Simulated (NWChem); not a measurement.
System: InBrF$_{2}$; SMILES [Br][In]([F])[F]

Here is an NWChem input.

```
start job
memory heap 200 mb stack 900 mb global 1100 mb
geometry units angstroms noautoz
  In     0.000000     0.000000     0.663993
  F      0.000000    -1.643830     1.694556
  F      0.000000     1.643830     1.694556
  Br     0.000000     0.000000    -1.773923
end
basis spherical
  In library def2-svp
  F library def2-svp
  Br library def2-svp
end
ecp
  In library def2-ecp
end
dft
  xc m06-l
  iterations 150
  mulliken
end
task dft energy
```

Excerpt of the output:

```
             Northwest Computational Chemistry Package (NWChem) 7.3.0
             --------------------------------------------------------

 C2V symmetry detected

                             Geometry "geometry" -> ""
                             -------------------------

 Output coordinates in angstroms (scale by  1.889725989 to convert to a.u.)

  No.       Tag          Charge          X              Y              Z
 ---- ---------------- ---------- -------------- -------------- --------------
    1 In                  49.0000     0.00000000     0.00000000     0.65467575
    2 F                    9.0000     0.00000000    -1.64383000     1.68523875
    3 F                    9.0000     0.00000000     1.64383000     1.68523875
    4 Br                  35.0000     0.00000000     0.00000000    -1.78324025

 Effective nuclear repulsion energy (a.u.)     712.7188101481

      Symmetry information
      --------------------

 Group name             C2v
 Group number             16
 Group order               4
 No. of unique centers     3

                                 NWChem DFT Module
                                 -----------------

 Summary of "ao basis" -> "ao basis" (spherical)
 ------------------------------------------------------------------------------
       Tag                 Description            Shells   Functions and Types
 ---------------- ------------------------------  ------  ---------------------
 In                         def2-svp                10       26   4s4p2d
 F                          def2-svp                 6       14   3s2p1d
 Br                         def2-svp                12       32   5s4p3d

      Symmetry analysis of basis
      --------------------------

        a1         37
        a2          9
        b1         17
        b2         23

            General Information
            -------------------
          SCF calculation type: DFT
          Wavefunction type:  closed shell.
          No. of atoms     :     4
          No. of electrons :    74
           Alpha electrons :    37
            Beta electrons :    37
          Charge           :     0
          Spin multiplicity:     1
          Use of symmetry is: on ; symmetry adaption is: on
          Maximum number of iterations: 150
          AO basis - number of functions:    86
                     number of shells:    34
          Convergence on energy requested:  1.00D-06
          Convergence on density requested:  1.00D-05
          Convergence on gradient requested:  5.00D-04

              XC Information
              --------------
                        M06-L Method XC Functional
                         M06-L Exchange Functional  1.000
                       M06-L Correlation Potential  1.000

             Grid Information
             ----------------
          Grid used for XC integration:  medium
          Radial quadrature: Mura-Knowles
          Angular quadrature: Lebedev.
          Tag              B.-S. Rad. Rad. Pts. Rad. Cut. Ang. Pts.
          ---              ---------- --------- --------- ---------
          In                  1.55      123           8.0       590
          F                   0.50       49          10.0       434
          Br                  1.15      112          10.0       590
          Grid pruning is: on
          Number of quadrature shells:   284
          Spatial weights used:  Erf1

      Superposition of Atomic Density Guess
      -------------------------------------

 Sum of atomic energies:       -2988.72113315

      Non-variational initial energy
      ------------------------------

 Total energy =   -2959.862097
 1-e energy   =   -4918.546503
 2-e energy   =    1596.151023
 HOMO         =      -0.408262
 LUMO         =      -0.125121

      Symmetry analysis of molecular orbitals - initial
      -------------------------------------------------

  Numbering of irreducible representations:

     1 a1          2 a2          3 b1          4 b2

  Orbital symmetries:

     1 a1          2 a1          3 a1          4 b2          5 b1
     6 a1          7 b2          8 a1          9 a1         10 b2
    11 b1         12 a1         13 a1         14 b2         15 b1
    16 a1         17 b2         18 b1         19 a1         20 a2
    21 a1         22 b2         23 a1         24 b2         25 a1
    26 a2         27 b1         28 a1         29 a1         30 b2
    31 b1         32 a1         33 a2         34 b2         35 a1
    36 b1         37 b2         38 a1         39 b1         40 b2
    41 a1         42 a1         43 b1         44 b2         45 a1
    46 b1         47 a2

     ---------------------------------------------
      Total Density - Mulliken Population Analysis
     ---------------------------------------------

    Atom       Charge   Shell Charges
 -----------   ------   -------------------------------------------------------
    1 In  21    19.14   2.59 -0.60  0.49  0.16  3.24  2.75  0.34  0.09  9.72  0.36
    2 F    9     9.75   1.99  1.15  0.81  3.56  2.23  0.00
    3 F    9     9.75   1.99  1.15  0.81  3.56  2.23  0.00
    4 Br  35    35.35   2.00  2.00  2.00  1.37  0.58  6.00  5.99  2.33  3.08  8.23  1.73  0.05

   convergence    iter        energy       DeltaE   RMS-Dens  Diis-err
 ---------------- ----- ----------------- --------- --------- ---------
 d= 0,ls=0.0,diis     1  -2963.4873749815 -3.33D+03  3.58D-02  1.12D+00
 d= 0,ls=0.0,diis     2  -2962.5901455629  8.97D-01  2.45D-02  1.03D+01
 d= 0,ls=0.0,diis     3  -2963.6217226508 -1.03D+00  5.54D-03  5.03D-02
 d= 0,ls=0.0,diis     4  -2963.6237210480 -2.00D-03  2.45D-03  4.55D-02
 d= 0,ls=0.0,diis     5  -2963.6283709698 -4.65D-03  6.70D-04  1.33D-03
  Resetting Diis
 d= 0,ls=0.0,diis     6  -2963.6287541694 -3.83D-04  3.11D-04  9.87D-05
 d= 0,ls=0.0,diis     7  -2963.6287916013 -3.74D-05  1.25D-04  2.89D-05
 d= 0,ls=0.0,diis     8  -2963.6287897967  1.80D-06  7.19D-05  4.87D-05
 d= 0,ls=0.0,diis     9  -2963.6287943951 -4.60D-06  1.59D-05  6.39D-06
 d= 0,ls=0.0,diis    10  -2963.6287949414 -5.46D-07  4.39D-06  2.23D-08

         Total DFT energy =    -2963.628794941366
      One electron energy =    -4919.543902740230
           Coulomb energy =     1722.583858431656
    Exchange-Corr. energy =     -129.202133324139
 Nuclear repulsion energy =      362.533382691347

 Numeric. integr. density =       73.999986751804

                  Occupations of the irreducible representations
                  ----------------------------------------------

                     irrep           alpha         beta
                     --------     --------     --------
                     a1               17.0         17.0
                     a2                3.0          3.0
                     b1                7.0          7.0
                     b2               10.0         10.0

                       DFT Final Molecular Orbital Analysis
                       ------------------------------------

 Vector   35  Occ=2.000000D+00  E=-3.285826D-01  Symmetry=a1
              MO Center= -1.0D-15, -1.0D-10,  9.0D-01, r^2= 4.8D+00
   Bfn.  Coefficient  Atom+Function         Bfn.  Coefficient  Atom+Function
  ----- ------------  ---------------      ----- ------------  ---------------
    32      0.400885  2 F  pz                46      0.400885  3 F  pz
    35     -0.277841  2 F  pz                49     -0.277841  3 F  pz
    71     -0.259395  4 Br pz                68     -0.247632  4 Br pz
    19      0.165429  1 In d  0              65      0.165549  4 Br pz
    21      0.111612  1 In d  2              13      0.079954  1 In pz

 Vector   36  Occ=2.000000D+00  E=-3.025258D-01  Symmetry=b1
              MO Center=  2.5D-15, -5.2D-15, -1.6D+00, r^2= 2.0D+00
   Bfn.  Coefficient  Atom+Function         Bfn.  Coefficient  Atom+Function
  ----- ------------  ---------------      ----- ------------  ---------------
    69      0.585717  4 Br px                66      0.514941  4 Br px
    63     -0.341615  4 Br px                60      0.110944  4 Br px
    20     -0.089888  1 In d  1              30      0.089177  2 F  px
    44      0.089177  3 F  px                11      0.079696  1 In px
    33     -0.065729  2 F  px                47     -0.065729  3 F  px

 Vector   37  Occ=2.000000D+00  E=-2.977175D-01  Symmetry=b2
              MO Center= -9.5D-16,  9.8D-16, -1.6D+00, r^2= 2.0D+00
   Bfn.  Coefficient  Atom+Function         Bfn.  Coefficient  Atom+Function
  ----- ------------  ---------------      ----- ------------  ---------------
    70      0.588698  4 Br py                67      0.522788  4 Br py
    64     -0.345588  4 Br py                61      0.112205  4 Br py
    18      0.108312  1 In d -1              32      0.075063  2 F  pz
    46     -0.075063  3 F  pz                35     -0.055606  2 F  pz
    49      0.055606  3 F  pz                31     -0.051024  2 F  py

 Vector   38  Occ=0.000000D+00  E=-1.382215D-01  Symmetry=a1
              MO Center= -6.4D-16, -1.2D-15,  3.2D-01, r^2= 4.0D+00
   Bfn.  Coefficient  Atom+Function         Bfn.  Coefficient  Atom+Function
  ----- ------------  ---------------      ----- ------------  ---------------
     3      0.731412  1 In s                  4      0.532784  1 In s
    71     -0.425274  4 Br pz                 1     -0.400417  1 In s
    68     -0.277365  4 Br pz                31      0.203062  2 F  py
    45     -0.203062  3 F  py                58     -0.181589  4 Br s
    65      0.181202  4 Br pz                34     -0.171399  2 F  py

[...]
```

Level: M06-L/def2-SVP with def2 effective core potentials on In. Geometry: optimised at PBE0/def2-SVP. def2 effective core potentials on In; no spin-orbit coupling.
